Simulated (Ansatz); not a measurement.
Consider the substitution at a C–Ge bond: `F[C](F)(F)[GeH3]` + H₂Te → `FC(F)(F)[TeH]` + GeH₄.

Computed with Ansatz on PBE0-D4/def2-TZVP structures; ΔE is electronic, products minus reactants. CCSD(T)/CBS adds triple-zeta CCSD(T) − MP2 to the extrapolated MP2 energy (def2 sets, frozen cores). DFT in def2-TZVPP. B3LYP here is the variant with VWN-RPA as its local correlation; programs differ in this. HSE06 is defined as in plane-wave codes. Elements past krypton have def2 core potentials. For Ge, Te outer-core shells are correlated without core-valence functions, which leaves a few kJ/mol of doubt a bond. Scalar relativity is left out up to krypton.

(1) Is it downhill or uphill in electronic energy at CCSD(T)/CBS, and by how much? (Estimate.)

(2) What do these levels give: B97M-V, B3LYP-D4, r2SCANh-D4, HSE06-D4, CAM-B3LYP-D4, ωB97M-V, B2PLYP, revPBE, r2SCAN, PBE0, HSE06, CCSD(T)/def2-TZVPP? (An estimate is asked.)

(3) What do rigid-rotor, harmonic-oscillator terms from PBE0-D4/def2-TZVP frequencies (298.15 K, 1 bar) make of the CCSD(T)/CBS value? (An estimate is asked.)

Largest T1 diagnostic among the species: 0.012.

Answers

(1) Ansatz gave: Uphill: ΔE = +22.4 kJ/mol.

(2) Computed: B97M-V 16.7, B3LYP-D4 20.9, r2SCANh-D4 20.9, HSE06-D4 21.4, CAM-B3LYP-D4 24.6, ωB97M-V 23.8, B2PLYP 23.9, revPBE 19.1, r2SCAN 19.7, PBE0 22.5, HSE06 22.3, CCSD(T)/def2-TZVPP 26.9 kJ/mol.

(3) Ansatz gave: ΔZPE = +2.6 kJ/mol, ΔH = +24.2 kJ/mol, ΔS = -5 J/(mol·K), ΔG = +25.7 kJ/mol.

From PBE to PBE0 (25 % exact exchange), in def2-TZVPP and without D4, ΔE moves by +3.6 kJ/mol. Leaving LDA and LC-ωPBE aside and taking each functional with its dispersion term where it has one, the values, not all of them listed here, spread over 9.3 kJ/mol, from revPBE-D4 to PBE-QIDH. In def2-TZVPP, CCSD(T) changes the Hartree–Fock value by −5.5 kJ/mol (the triples alone add −2.4 kJ/mol) and MP2 by −7.9 kJ/mol.
